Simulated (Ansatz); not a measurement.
Computed with Ansatz on PBE0-D4/def2-TZVP structures; ΔE is electronic, products minus reactants. CCSD(T)/CBS adds triple-zeta CCSD(T) − MP2 to the extrapolated MP2 energy (def2 sets, frozen cores). This one scheme is used for every species. DFT in def2-TZVPP. HSE06 is defined as in plane-wave codes. One conformer a species, not always the lowest.

Consider the cleavage of the B–B bond: `BB(O)S` + `N[SiH](F)F` → `BN[SiH](F)F` + `OBS`.

`BB(O)S`:

Z-matrix (Å, degrees):
```
B
B 1 1.672
H 1 1.199 2 121.6
H 1 1.199 2 121.6 3 174.1
O 2 1.359 1 131.6 3 93.1
S 2 1.826 1 113.8 3 -86.9
H 5 0.959 2 113.9 1 0.0
H 6 1.344 2 97.0 1 0.1
```

`N[SiH](F)F`:

```xyz
7

N     0.113   -0.745    0.734
Si   -0.016    0.392   -0.501
F    -1.215   -0.040   -1.446
F    -0.395    1.859   -0.018
H     0.959   -0.844    1.269
H    -0.689   -1.118    1.213
H     1.244    0.497   -1.251
```

`BN[SiH](F)F`:

Z-matrix (Å, degrees):
```
Si
N 1 1.714
F 1 1.585 2 109.8
F 1 1.585 2 110.1 3 -115.5
H 1 1.465 2 110.9 3 122.3
B 2 1.405 1 124.6 3 -124.5
H 2 1.012 1 118.0 3 55.7
H 6 1.195 2 119.7 1 -179.8
H 6 1.197 2 118.7 1 0.2
```

`OBS`:

Cartesian coordinates in Å:
```
O -0.240 1.137 0.939
B 0.167 0.354 -0.084
S -0.320 -1.389 -0.190
H -0.797 0.703 1.592
H 0.860 0.843 -0.923
H 0.331 -1.647 -1.334
```

| species | HSE06-D4 energy (Eh) |
| --- | --- |
| `BB(O)S` | -525.31705 |
| `N[SiH](F)F` | -545.64440 |
| `BN[SiH](F)F` | -571.08730 |
| `OBS` | -499.93326 |

Problem. Work out ΔE.

Solution. ΔE = (-571.08730) + (-499.93326) − (-525.31705) − (-545.64440) = -0.05911 Eh = -37.1 kcal/mol. CCSD(T)/CBS gives -38.2 kcal/mol.

Largest T1 diagnostic among the species: 0.014.

From BLYP to BHLYP (50 % exact exchange), in def2-TZVPP and without D4, ΔE moves by −0.8 kcal/mol. Leaving LDA and LC-ωPBE aside and taking each functional with its dispersion term where it has one, the values, not all of them listed here, spread over 2.7 kcal/mol, from B2PLYP to revPBE-D4. LDA lies −1.6 kcal/mol from PBE without D4. At CCSD(T), def2-SVP lies −5.2 kcal/mol from the extrapolated value and def2-TZVPP −0.6 kcal/mol.
